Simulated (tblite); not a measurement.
CH (SMILES [CH]), doublet, geometry from GFN2-xTB; GFN1-xTB run with tblite.

The tblite input:
```
$ tblite run mol.xyz --method gfn1 --charge 0 --spin 1 --guess eeq --json tblite.json --no-restart

# file mol.xyz
2

C     -0.00000000    -0.00000000    -0.15907913
H      0.00000000     0.00000000     0.95447475
```

Question: Predict the main parts of the log of this tblite run.

Answer: 
```
xTB calculator
 | screened Coulomb repulsion
 | Coulomb electrostatics
 |  * isotropic Klopman-Ohno-Mataga-Nishimoto electrostatics
 |  * onsite third-order electrostatics
 | DFT-D3(BJ) dispersion correction

halogen bonding energy    0.0000000000000E+00 Eh
repulsion energy          1.3793051488408E-02 Eh
dispersion energy        -9.4922948380712E-05 Eh
number of electrons       5.0000000000000E+00 e
integral cutoff           1.9731147476801E+01 bohr

------------------------------------------------------------
  cycle        total energy    energy error   density error
------------------------------------------------------------
      1     -2.372821198471  -2.3865193E+00   2.5138486E-01
      2     -2.375711996563  -2.8907981E-03   1.3821783E-01
      3     -2.376157522849  -4.4552629E-04   3.4516752E-02
      4     -2.376197811188  -4.0288339E-05   2.5735815E-03
      5     -2.376198658105  -8.4691717E-07   1.3976153E-05
------------------------------------------------------------

electronic energy        -2.3898967866452E+00 Eh
total energy             -2.3761986581052E+00 Eh

Post processing:
 | Mayer-Wiberg bond orders

[Info] JSON dump of results written to 'tblite.json'
```
